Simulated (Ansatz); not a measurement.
**Which is lower?**

The two ends of one reaction step of GeH$_{4}$SO, closed shell (PBE0-D4/def2-TZVP).

A:

| atom | x (Å) | y (Å) | z (Å) |
| --- | --- | --- | --- |
| Ge1 | -0.6735 | 0.0684 | 0.6675 |
| O2 | 1.1350 | -0.0081 | -0.5456 |
| S3 | -1.6268 | -1.5106 | -0.2389 |
| H4 | 0.8285 | -0.7914 | -1.0385 |
| H5 | -0.9550 | 1.5515 | 0.3317 |
| H6 | 0.0781 | -0.0207 | 2.0087 |
| H7 | 1.2136 | 0.7109 | -1.1849 |

B:

```xyz
7
angstrom
Ge -0.1901 0.3126 0.4617
O 1.3971 0.7307 -0.2183
S -1.2357 -1.1604 -0.8271
H -0.3347 -2.1330 -0.6105
H -1.1235 1.5334 0.4980
H 0.1450 -0.2582 1.8416
H 1.3418 0.9747 -1.1455
```

Program: Ansatz 0.2.0. Basis: def2-TZVPP. Cores are frozen in the correlated methods. Filled d shells of the heavier atoms are correlated. The def2 sets are not built for correlating such inner shells, so the correlated values are less sure here. B3LYP uses VWN-RPA correlation.

Problem. Which structure is lower at CCSD(T), and by how much? (To be estimated.)

Solution. By the calculation: B, by 24.14 kcal/mol (electronic energy, against the other). By their contacts, A is GeH₄SO ([OH2][GeH2][S]) and B is GeH₄SO ([OH][GeH2][SH]).

All methods give the same order:

| method | E(B) − E(A) (kcal/mol) |
| --- | --- |
| SPW92 | -20.12 |
| PBE-D4 | -20.29 |
| BLYP-D4 | -20.64 |
| r2SCAN-D4 | -22.43 |
| B97M-V | -21.80 |
| PBE0-D4 | -22.13 |
| B3LYP-D4 | -22.21 |
| r2SCAN0-D4 | -23.19 |
| BHLYP-D4 | -24.21 |
| CAM-B3LYP-D4 | -24.13 |
| wB97X-V | -24.88 |
| wB97M-V | -22.67 |
| B2PLYP | -23.00 |
| PBE-QIDH | -23.78 |
| RPA on PBE | -24.76 |
| HF | -26.40 |
| MP2 | -23.74 |
| CCSD | -25.08 |
| CCSD(T) | -24.14 |

T1 diagnostic: at most 0.014.

Labels in which every atom is bracketed show which atoms are joined, not bond orders.

For scale, one of the runs: CCSD(T)/def2-TZVPP, 177 basis functions, launched by `ansatz run in.yaml --threads 2 --pin off --events-out ev --progress --plain --max-ram 4352MiB`. Hardware: 2 CPU threads of an Intel Xeon Platinum 8488C, shared host. Wall time 38 s; peak host memory 1.6 GiB.
